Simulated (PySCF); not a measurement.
Dipole response of Ne²⁺ (neon, charge +2)

[He] 2s2 2p4, high-spin 3P determinant. All numbers are calculated (PySCF 2.14, scalar relativity by spin-free X2C-1e, in x2c-QZVPPall with one added diffuse shell each of s, p, d, f type (8s5p4d3f1g, 73 functions)). Coupled (time-dependent) response in atomic units; α is the mean over directions.

```tsv
method	mean α (bohr³)	α xx, yy, zz	C₆ (like pair)	S(−4)
UHF	0.8269	0.9003, 0.6801, 0.9003	1.028	0.3564
PBE	0.8689	0.9338, 0.7390, 0.9338	1.103	0.3891
PBE0	0.8536	0.9205, 0.7197, 0.9205	1.077	0.3751
PBEsol	0.8712	0.9360, 0.7418, 0.9360	1.108	0.3914
wB97X	0.8568	0.9241, 0.7222, 0.9241	1.082	0.3782
```

S(−4) is the Cauchy moment in α(ω) = α(0) + S(−4) ω² + …

α(iu) at UHF:

```json
{"u (hartree)": "0", "α(iu) (bohr³)": "0.8269"}
{"u (hartree)": "0.0500", "α(iu) (bohr³)": "0.8260"}
{"u (hartree)": "0.100", "α(iu) (bohr³)": "0.8234"}
{"u (hartree)": "0.200", "α(iu) (bohr³)": "0.8131"}
{"u (hartree)": "0.300", "α(iu) (bohr³)": "0.7971"}
{"u (hartree)": "0.500", "α(iu) (bohr³)": "0.7529"}
{"u (hartree)": "0.750", "α(iu) (bohr³)": "0.6875"}
{"u (hartree)": "1.00", "α(iu) (bohr³)": "0.6217"}
{"u (hartree)": "1.50", "α(iu) (bohr³)": "0.5051"}
{"u (hartree)": "2.00", "α(iu) (bohr³)": "0.4117"}
{"u (hartree)": "3.00", "α(iu) (bohr³)": "0.2811"}
{"u (hartree)": "5.00", "α(iu) (bohr³)": "0.1485"}
```

A single London oscillator, α(iu) = α/(1 + u²/ω²), gives C₆ = (3/4) ω α². Matching the computed C₆ needs ω = 4 × 1.028 / (3 × 0.8269²) = 2.00 hartree.

For an ion, C₆ is the dispersion term alone; charge-induced terms of lower order in 1/R come first.

The components differ because the open shell of this determinant is not spherical; for a pure term their mean is the scalar polarisability.
